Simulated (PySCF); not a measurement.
# Exercise with solution: chemical shift, span and skew from a shielding tensor

Al(Cl)(Br)(vinyl) (C₂H₃AlBrCl), SMILES C=[CH][Al]([Cl])[Br]. Atoms are numbered in the order given.

```xyz
8

Al    -0.1759    -0.6359     0.0000
Cl     1.2280    -2.2113     0.0000
Br     0.5988     1.4932     0.0000
C     -2.0840    -0.9600     0.0000
C     -2.9742     0.0578     0.0000
H     -2.4782    -1.9940     0.0000
H     -4.0666    -0.1124     0.0000
H     -2.6533     1.1152     0.0000
```
Charge 0, spin multiplicity 1.

Coordinates come from a PBE-D3(BJ)/def2-SVP optimisation. The structure was generated by enumeration; whether it is a known compound was not checked. One conformer was computed; it need not be the lowest.

GIAO shieldings from PySCF with KT2/pcSseg-1, non-relativistic, no solvent. The symmetric part of the tensor of C4 has the principal values -46.0, 32.9, 159.8 ppm. The same nucleus in TMS has σ = 185.1 ppm at this level (PySCF, at its B3LYP-D3(BJ)/def2-TZVP geometry). Without spin–orbit terms, shifts of atoms bonded to Cl or Br come out too high.

Q: Work out the isotropic shielding, the ¹³C shift against TMS, the span and the skew.

A: 
σ(iso) = (σ11 + σ22 + σ33)/3 = 48.9 ppm. δ = σ(ref) − σ(iso) = 185.1 − (48.9) = 136.2 ppm.
Span Ω = σ33 − σ11 = 205.8 ppm. Skew κ = 3(σ(iso) − σ22)/Ω = 0.23. Tumbling in solution averages the tensor to δ; in a static solid the shielding alone would spread this spin-1/2 line over Ω.
